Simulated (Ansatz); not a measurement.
`C[AsH][SiH3]` + `C[O][AlH2]` → `C[AsH][AlH2]` + `CO[SiH3]` at 500 K and 1 bar (redistribution).

Isolated molecules relaxed with PBE0-D4/def2-TZVP in Ansatz; ΔE leaves out vibrations. CCSD(T)/CBS is the MP2 limit (def2-TZVPP, def2-QZVPP) plus CCSD(T) − MP2 in def2-TZVPP, frozen cores. For As outer-core shells are correlated without core-valence functions, which leaves a few kJ/mol of doubt a bond. Scalar relativity is left out up to krypton.

```tsv
species	CCSD(T)/CBS energy (Eh)	H − E (kJ/mol)	S (J/(mol·K))
`C[AsH][SiH3]`	-2566.34647	226.4	391.7
`C[O][AlH2]`	-358.26893	179.4	342.0
`C[AsH][AlH2]`	-2518.67463	195.4	394.9
`CO[SiH3]`	-405.93001	211.0	345.4
```

H − E and S are ideal-gas, rigid-rotor, harmonic terms from PBE0-D4/def2-TZVP, for one conformer and one mirror image of each species. 1 Eh = 2625.50 kJ/mol, R = 8.31446 J/(mol·K).

Task: By hand: ΔE, ΔH, ΔS and ΔG.

Result: ΔE = (-2518.67463) + (-405.93001) − (-2566.34647) − (-358.26893) = 0.01076 Eh = 28.3 kJ/mol. Δ(H − E) = 195.4 + 211.0 − 226.4 − 179.4 = 0.6, so ΔH = 28.9 kJ/mol. ΔS = 394.9 + 345.4 − 391.7 − 342.0 = 6.6 J/(mol·K). ΔG = 28.9 − 500 × (6.6)/1000 = 25.6 kJ/mol.

Task: By hand: the equilibrium constant, and the temperature at which ΔG would vanish if ΔH and ΔS stayed fixed.

Result: log₁₀ K = −ΔG/(RT ln 10) = -2.7. ΔG = 0 at ΔH/ΔS = 4379 K, far beyond where these terms or the molecules hold.

The number of gas molecules stays the same, so ΔS is small and ΔH decides. A doubt of 5 kJ/mol in ΔE shifts log₁₀ K by 0.5 here. Other conformers and mirror images would add mixing entropy, several J/(mol·K) or more a flexible species. These are equilibria of isolated gas molecules and say nothing of rates. Largest T1 diagnostic: 0.012 (customary marks: 0.02 for closed shells, 0.045 for open ones).
